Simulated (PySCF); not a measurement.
Input for PySCF: R-B3LYP/LANL2DZ on CH5BrO (a complex), monomers drawn apart or pushed together.

```python
from pyscf import gto, scf, dft, mp
from pyscf.data.elements import chemcore

mol = gto.M(
    atom='''
    O    -0.16628494    0.15741718    0.82802201
    H     0.75648328   -0.03766400    1.03932364
    H    -0.13800862    0.95276753    0.28652938
    C     0.93170969   -0.04950246    4.35669505
    Br    2.66089327   -0.19259806    3.43333506
    H     1.00491324    0.78521554    5.04444309
    H     0.77241062   -0.98391655    4.88257586
    H     0.18204538    0.11717343    3.59102155
    ''',
    basis='lanl2dz',
    ecp={'Br': 'lanl2dz'},
    charge=0, spin=0, verbose=3, max_memory=1800)
mf = dft.RKS(mol, xc='b3lyp')
mf.conv_tol = 1e-8
mf.max_cycle = 100
mf.kernel()
if not mf.converged:
    mf = mf.newton().run(mf.mo_coeff, mf.mo_occ)
```

The log:

```
converged SCF energy = -129.48642403201
```

Self-consistency was reached.

Cost: about 1.9 core-seconds (a rough figure).
